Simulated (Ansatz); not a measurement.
Reaction (cleavage of the B–Ga bond): `C[B](N)[GaH2]` + CH₃NH₂ → `CNB(C)N` + `[GaH3]`

Calculated with Ansatz (gas phase, PBE0-D4/def2-TZVP geometries, no zero-point term in ΔE). CBS: MP2 limit from def2 TZ/QZ plus the TZ coupled-cluster correction, frozen cores. For Ga outer-core shells are correlated without core-valence functions, which leaves a few kJ/mol of doubt a bond. Scalar relativity is left out up to krypton. One conformer a species, not always the lowest.

```
        species  CCSD(T)/CBS(def2) energy (Eh)
`C[B](N)[GaH2]`                    -2045.72929
         CH₃NH₂                      -95.75281
      `CNB(C)N`                     -215.81657
       `[GaH3]`                    -1925.70545
```

**Question.** Work out ΔE.

**Answer.** ΔE = (-215.81657) + (-1925.70545) − (-2045.72929) − (-95.75281) = -0.03992 Eh = -104.8 kJ/mol.

Largest T1 diagnostic among the species: 0.013.

From PBE to PBE0 (25 % exact exchange), in def2-TZVPP and without D4, ΔE moves by −6.8 kJ/mol. In def2-TZVPP, CCSD(T) changes the Hartree–Fock value by +15.9 kJ/mol (the triples alone add +1.9 kJ/mol) and MP2 by +11.5 kJ/mol.
